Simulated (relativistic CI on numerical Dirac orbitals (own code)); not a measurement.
## Ti4+ in a cubic cluster: 2p photoemission with charge transfer

Computed with a charge-transfer multiplet model of a cubic metal-ligand cluster with up to 2 ligand holes, Slater and spin-orbit integrals from Dirac-Coulomb-Breit ions, Slater integrals scaled by 0.8. The ground state mixes d0 with configurations of k ligand holes L, whose averages lie at kΔ + k(k − 1)U_dd/2; a core hole lowers each added d electron by U_cd. 300 K, Lorentzian 0.6 eV and Gaussian 0.8 eV FWHM.

Atomic integrals in eV (Slater integrals scaled, ζ unscaled), ground: F2dd 6.578, F4dd 4.090, zeta_d 0.013; with the core hole: F2dd 6.578, F4dd 4.090, zeta_d 0.032, zeta_core 3.740, F2cd 5.066, G1cd 3.785, G3cd 2.149. Where a configuration has fewer than two d electrons, the dd integrals are those of d2.

Cluster parameters (eV): Δ = -0.1, U_dd = 4, 10Dq = 0.2, 10Dq(ligand) = 1.2, V(eg) = 1.7, V(t2g) = -0.9, final-state hopping factor = 0.8.

```csv
Case,n_d,d0,d1L,d2L2,S
U_cd = 5.1 eV,0.94,0.24,0.57,0.19,0.00
U_cd = 5.7 eV,0.94,0.24,0.57,0.19,0.00
U_cd = 6.3 eV,0.94,0.24,0.57,0.19,0.00
```

Weights, n_d and S are thermal averages at 300 K. Binding energies count from the first peak over 30 % of the highest in each spectrum, which can be another peak from case to case. The parameters are a model scan and need not match a compound or its usual spin state. Peaks in eV (height, largest 100):
- U_cd = 5.1 eV: 0.0 (100), 3.6 (11), 6.2 (50), 13.7 (9)
- U_cd = 5.7 eV: 0.0 (100), 6.2 (52), 7.8 (21), 13.9 (11)
- U_cd = 6.3 eV: 0.0 (100), 6.2 (53), 7.9 (25), 14.1 (12), 15.0 (11)

A d0 ion has no d-d gap: its lowest excitations are ligand-to-metal charge transfer. With the core hole the configuration with one ligand hole lies at Δ − U_cd = -5.2, -5.8, -6.4 eV from the one without, in the order of the table; where this is negative the screened configuration lies lower.

With at most 2 ligand holes the space is cut while the next configuration still counts, so covalency is underestimated, and a final configuration with one more ligand hole, which can lie low, is missing from the spectra.
